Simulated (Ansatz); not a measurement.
Correlation energies of `[CH3][Zn][NH][AlH2]` by basis set

Cartesian coordinates in Å:
```
C 1.6424 -0.0346 -1.7950
Zn 0.6052 0.2263 -0.1926
N -0.4092 0.4504 1.3167
Al -2.0043 -0.2540 1.6041
H 1.1825 -0.7989 -2.4258
H 2.6571 -0.3595 -1.5547
H 1.7074 0.8891 -2.3739
H 0.0027 1.0326 2.0348
H -2.7965 0.0036 2.9555
H -2.5873 -1.1551 0.4310
```

Total charge 0; spin multiplicity 1. For Zn the d shell is correlated and the shells below it are frozen. Scalar relativity is left out up to krypton. Geometry: relaxed with PBE0-D4/def2-TZVP. It is one conformer, not always the lowest. Frozen core, restricted reference, Ansatz 0.2.0.

| basis | HF (Eh) | MP2 corr. | CCSD corr. | (T) | CCSD(T) total |
| --- | --- | --- | --- | --- | --- |
| def2-SVP | -2115.16237 | ? | -0.71260 | -0.02040 | ? |
| def2-TZVPP | -2115.60339 | ? | ? | ? | ? |
| def2-QZVPP | -2115.65754 | -1.06434 | – | – | – |

(1) Fill in the withheld values. (An estimate is asked.)

## Answers

(1) Ansatz gave: def2-SVP MP2 corr.: -0.69731; def2-SVP CCSD(T) total: -2115.89537; def2-TZVPP MP2 corr.: -0.99615; def2-TZVPP CCSD corr.: -0.97851; def2-TZVPP (T): -0.03475; def2-TZVPP CCSD(T) total: -2116.61665.
